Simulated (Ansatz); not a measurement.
The same molecule with X = C, Si, Ge, Sn. Ansatz, PBE0-D4/def2-TZVP geometries, multiplicity 1.

Elements past krypton have def2 core potentials. Scalar relativity is left out up to krypton.

| X | molecule | mean X–Cl bond length / Å | mean X–H bond length / Å | mean X–I bond length / Å | HOMO–LUMO gap (B3LYP/def2-TZVPP) / eV | LUMO energy (ωB97M-V/def2-TZVPP) / eV | HOMO energy (PBE0/def2-TZVPP) / eV |
| --- | --- | --- | --- | --- | --- | --- | --- |
| C | `ClCI` | 1.754 | 1.085 | 2.135 | 5.75 | 0.59 | -7.64 |
| Si | `Cl[SiH2]I` | 2.044 | 1.477 | 2.427 | 6.58 | 0.95 | -7.95 |
| Ge | `[Cl][GeH2][I]` | 2.145 | 1.530 | 2.499 | 5.90 | 0.40 | -7.90 |

**Question.** Give the row for X = Sn, `[Cl][SnH2][I]`. (Estimate.)

**Answer.** Computed: 
```csv
X,molecule,mean X–Cl bond length / Å,mean X–H bond length / Å,mean X–I bond length / Å,HOMO–LUMO gap (B3LYP/def2-TZVPP) / eV,LUMO energy (ωB97M-V/def2-TZVPP) / eV,HOMO energy (PBE0/def2-TZVPP) / eV
Sn,`[Cl][SnH2][I]`,2.323,1.698,2.665,5.52,0.00,-7.89
```

From C to Sn the mean X–Cl bond length rises at each step, by 0.569 Å in all; the mean X–H bond length rises at each step, by 0.613 Å in all; the mean X–I bond length rises at each step, by 0.530 Å in all; the HOMO–LUMO gap (B3LYP/def2-TZVPP) isn't monotonic: highest at Si, lowest at Sn; the LUMO energy (ωB97M-V/def2-TZVPP) isn't monotonic: highest at Si, lowest at Sn; the HOMO energy (PBE0/def2-TZVPP) isn't monotonic: highest at C, lowest at Si. Bonds lengthen as the atom grows down the group.

B3LYP here is the variant with VWN-RPA as its local correlation; programs differ in this.

Spin–orbit coupling is left out; it splits and shifts lone-pair levels of the heavy atoms by tenths of an eV.
